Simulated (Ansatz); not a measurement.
A search over several starts for the lowest SCF solution of (BeO)4 cube (Be₄O₄) at the given spin, in a small basis.

```yaml
crystal:
  periodic: [false, false, false]
  atoms:
    - {symbol: Be, position_ang: [-0.143681, -0.914662, 0.870374]}
    - {symbol: O, position_ang: [1.351157, -0.627515, 0.303494]}
    - {symbol: Be, position_ang: [0.789470, 0.889807, 0.446969]}
    - {symbol: O, position_ang: [-0.578470, 0.597774, 1.272617]}
    - {symbol: Be, position_ang: [-1.129322, 0.524485, -0.253679]}
    - {symbol: O, position_ang: [-0.944573, -1.064581, -0.534751]}
    - {symbol: Be, position_ang: [0.483529, -0.499631, -1.063661]}
    - {symbol: O, position_ang: [0.171879, 1.094323, -1.041353]}
basis:
  gaussian: {orbitals: def2-SVP, initial_orbitals: start.molden}
hamiltonian: {xc: pbe0, dispersion: d4}
output: {orbitals: {seedname: orbitals}}
```

The file start.molden holds the orbitals of an earlier run on this structure, at another level or in another basis.

```sh
$ ansatz run in.yaml --threads 4 --pin off --events-out ev --progress --plain --max-ram 3916MiB
```

Shortened log:

```
Functional definition: PBE0
1016 factors; integrals over basis functions are off by at most 1.5e-4 eV
mean field evaluation 1: about -9783.3374 eV, gradient 3.9e0 eV
mean field evaluation 2: about -9783.3726 eV, gradient 3.4e-2 eV
mean field evaluation 4: about -9783.8341 eV, gradient 2.7e-3 eV
mean field evaluation 8: about -9767.4046 eV, gradient 9.4e1 eV
mean field evaluation 16: about -9783.8341 eV, gradient 7.4e-3 eV
mean field -9783.83413076 eV, -359.5492725845 hartree, gradient 5.9e-5 eV, S^2 0.000000; 1 other end points of the search recorded, 0 dependent functions left out
reference -9783.83417602 eV, -359.5492742476 hartree; 24, 24 occupied and 68, 68 virtual orbitals, 1016 factors
Total energy: -9784.04404292 eV, -359.5569867139 hartree
```

Run time 1.4 s (4 threads of Arm Neoverse V1 on a shared host).
